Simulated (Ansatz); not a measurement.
Results of the Gaussian-basis code of Ansatz.

A structure relaxed at PBE0-D4/def2-TZVP, charge 0, multiplicity 1:

Cartesian coordinates in Å:
```
N -1.9337 -0.9499 0.5040
Zn -0.3335 -0.1454 0.1748
Al 1.8619 0.8411 -0.2754
Cl 2.5128 0.8509 -2.2891
H -2.4315 -0.8618 1.3756
H -2.5698 -1.2359 -0.2233
H 2.8938 1.5009 0.7335
```

Question: Give its formula and SMILES.

Answer: AlClH3NZn, `[NH2][Zn][AlH][Cl]`.

Question: Summarise the bond lengths by kind.

Answer: 1 × N–Zn 1.821 Å; 2 × H–N 1.008 Å; 1 × Al–Zn 2.449 Å; 1 × Al–Cl 2.116 Å; 1 × Al–H 1.587 Å.
